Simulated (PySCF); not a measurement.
Molecule: SMILES C=CO/C=C\C(=O)O, C₅H₆O₃.

Bonds (- single, = double, # triple, : aromatic): C1=C2, C2-O3, O3-C4, C4=C5, C5-C6, C6=O7, C6-O8. C1 carries H9, H10; C2 carries H11; C4 carries H12; C5 carries H13; O8 carries H14. Stereochemistry as in C=CO/C=C\C(=O)O. H9 is cis to O3; H10 is trans to O3.

Frames of a GFN2-xTB Langevin trajectory at 400 K; GIAO PBE0/pcSseg-1 shieldings in PySCF, gas phase, non-relativistic; equivalent atoms averaged within each frame.

References, each an isolated molecule treated in the same way: 13C (σ = 186.93 ppm) and 1H (σ = 31.72 ppm) against TMS; H2O for 17O (σ = 336.08 ppm). The references are static minima.

Problem. How do the shifts (ppm) fluctuate along the trajectory?

Solution. 
```tsv
time (fs)	C6	C4	C2	C5	C1	O7	O3	O8	H12	H11
250	161.8	154.9	150.5	104.3	99.9	408.1	220.6	178.0	7.23	6.87
425	180.9	163.4	160.1	106.8	111.6	477.0	227.2	226.2	6.16	7.86
625	178.4	166.1	169.8	97.7	113.6	500.3	235.9	250.3	7.65	6.70
800	151.4	156.7	157.3	106.9	101.2	385.4	227.2	196.3	6.66	6.56
1000	177.5	157.6	148.0	104.0	96.1	484.4	210.2	210.6	5.99	6.17
mean of frames	170.0	159.8	157.1	103.9	104.5	451.0	224.2	212.3	6.74	6.83
standard deviation	12.8	4.8	8.6	3.8	7.7	50.9	9.5	27.7	0.70	0.63
```

5 frames give an uncertainty of the mean of about the standard deviation over 2.2 at best, since frames this close in time may not be independent; classical motion lacks zero-point vibration, and the reference would need the same averaging.
